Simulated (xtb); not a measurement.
Cl₂FHSSi, SMILES F[Si](S)(Cl)Cl. All values are semi-empirical tight-binding results from xtb (GFN2-xTB unless named), good for trends rather than for accurate numbers. The structure is a stationary point at GFN2-xTB. This is a generated structure with no PubChem entry under its InChIKey; it may be hypothetical. Other conformers were not sampled.

| Property | Value |
|---|---|
| orbital gap | 5.35 eV |
| zero-point energy | 9.2 kcal/mol |
| G − E(el) at 298.15 K (modified RRHO) | -11.8 kcal/mol |
| static polarisability (D4 model) | 82.4 bohr³ |
| solvation energy, GFN2-xTB/ALPB(water) | -1.0 kcal/mol |
| solvation energy, GFN2-xTB/ALPB(ch2cl2) | -4.2 kcal/mol |
